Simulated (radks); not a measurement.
Coulomb parameter of the 4d shell of neutral rhodium in the model configuration [Kr] 4d6 5s1 5p2, as a second difference U = [E(n + 0.25) + E(n - 0.25) - 2 E(n)] / (0.25)^2 with all orbitals relaxed. "Bare": the charge of the atom changes with n. "Screened": the 5p shell takes up the change at fixed total charge, which measures U(4d,4d) + U(5p,5p) - 2 U(4d,5p). Method: scalar-relativistic Kohn-Sham, r2SCAN, spin-unpolarised, spherical densities, finite nucleus; meta-GGA in the generalised Kohn-Sham scheme; Fermi nuclear charge, rms radius 4.4945 fm; computed with a radial shooting solver on a logarithmic mesh with Libxc functionals.

[
 {"case": "start", "configuration": "[Kr] 4d6 5s1 5p2", "E - E(n) (eV)": "0.000"},
 {"case": "bare +0.25", "configuration": "[Kr] 4d6.25 5s1 5p2", "E - E(n) (eV)": "-3.392"},
 {"case": "bare -0.25", "configuration": "[Kr] 4d5.75 5s1 5p2", "E - E(n) (eV)": "4.034"},
 {"case": "screened +0.25", "configuration": "[Kr] 4d6.25 5s1 5p1.75", "E - E(n) (eV)": "-2.815"},
 {"case": "screened -0.25", "configuration": "[Kr] 4d5.75 5s1 5p2.25", "E - E(n) (eV)": "3.016"}
]

U(bare) = 10.273 eV, U(screened by 5p) = 3.214 eV, against the Slater integral F0(4d,4d) = 17.460 eV with frozen orbitals. The step up makes a negative ion, whose loosely bound charge lowers the bare value.
